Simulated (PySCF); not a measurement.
Simulated outer-valence photoelectron spectrum of aluminum bromide, `[Br][Al]([Br])[Br]`. Method: EOM-IP-CCSD/aug-cc-pVDZ in PySCF, restricted Hartree–Fock reference, frozen core, non-relativistic, gas phase, PBE0-D3(BJ)/def2-SVP geometry.

Each root has a Gaussian of 0.3 eV full width with its one-hole share as area; cross sections and vibrations are left out, and the highest printed point is 100.

```tsv
ionisation energy (eV)	intensity
10.5	1
10.6	4
10.7	13
10.8	27
10.9	30
11.0	19
11.1	11
11.2	25
11.3	62
11.4	97
11.5	100
11.6	69
11.7	30
11.8	8
11.9	5
12.0	14
12.1	28
12.2	29
12.3	17
12.4	5
12.5	1
12.6	0
12.7	0
12.8	4
12.9	18
13.0	45
13.1	62
13.2	45
13.3	18
13.4	4
13.5	0
```

Where are the maxima, and how many lines lie under the curve?

4 maxima, at 10.9, 11.5, 12.2 and 13.1 eV, from 8 lines. At this width some lines have no maximum of their own.

List the lines with their holes.

```csv
E (eV),leading hole (HF orbital),area,Koopmans (eV)
10.87,HOMO,0.96,11.55
11.37,HOMO-1,0.96,12.02
11.39,HOMO-2,0.96,12.04
11.53,HOMO-3,0.96,12.21
11.54,HOMO-4,0.96,12.22
12.16,HOMO-5,0.95,12.77
13.09,HOMO-6,0.95,13.80
13.11,HOMO-7,0.95,13.82
```

The widest gap, 0.93 eV, lies between 12.16 and 13.09 eV. Only orbitals with −ε under 21 eV, eight at most, were ionised, so the high end of the curve may lack lines.

The run took 3.0 min on one thread of an Arm Neoverse V2 (shared host).
